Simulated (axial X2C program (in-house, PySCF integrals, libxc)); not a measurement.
# Low determinants of CoGe at the PBE0 level, two-component

Calculated with an in-house relativistic program for diatomic molecules. Two-component (2c) means X2C with spin–orbit coupling and atomic mean-field two-electron Coulomb and Gaunt terms. Basis: Ge dyall-cv3z [9s9p7d4f1g], Co dyall-cv3z [9s10p6d3f2g] (cores contracted in-house); Gaussian nuclei, density fitting, unrestricted open shells. Masses: Ge 73.921 u, Co 58.933 u.

Search at 2.320 Å (vertical energies from the lowest determinant):

```
ΔE (eV)    state  electrons beyond evenly filled partner blocks  electrons in ±ω = 1/2, 3/2, 5/2, 7/2
   0.00  Ω = 7/2                           2 × ω = 1/2, ω = 5/2                             40 16 3 0
   0.05  Ω = 5/2                                        ω = 5/2                             40 16 3 0
   0.16  Ω = 9/2                      ω = 1/2, ω = 3/2, ω = 5/2                             39 17 3 0
   0.17  Ω = 3/2                                        ω = 3/2                             40 15 4 0
   0.17  Ω = 3/2                     ω = 1/2, ω = -3/2, ω = 5/2                             39 17 3 0
   0.18  Ω = 1/2                          2 × ω = -1/2, ω = 3/2                             40 15 4 0
   0.21  Ω = 5/2                          ω = -1/2, 2 × ω = 3/2                             39 16 4 0
```

Lowest determinant, Ω = 7/2 (⟨Sz⟩ = 0.50, ⟨Lz⟩ = 3.00 at PBE0): Re = 2.327 Å, ωe = 254.6 cm⁻¹.

The determinant in row 2 of the search, Ω = 5/2 (⟨Sz⟩ = 1.50, ⟨Lz⟩ = 1.00 at PBE0), was followed along the bond at PBE0; measured from the minimum of the lowest determinant it gives:

Te = 0.047 eV (377 cm⁻¹), Re = 2.283 Å, ωe = 265.4 cm⁻¹.

Task: Compare the bond of the determinant in row 2 with that of the lowest one.

Result: At PBE0 its Re is 0.044 Å shorter and its force constant, which goes as ωe², is 1.09 times that of the lowest determinant. T0 ≈ Te + Δωe/2 = 377 + (5) = 382 cm⁻¹.

The search compares states at one distance, so a state with another bond length can lie lower; it is not exhaustive and yields mostly the lowest determinant of each block pattern, so other components and higher states of one pattern are missing. These are energies of single determinants, not of spin-adapted states; PBE0 term energies can be off by some tenths of an eV, and the functional has no current term. The lowest determinant need not be the ground state where others lie within half an eV.
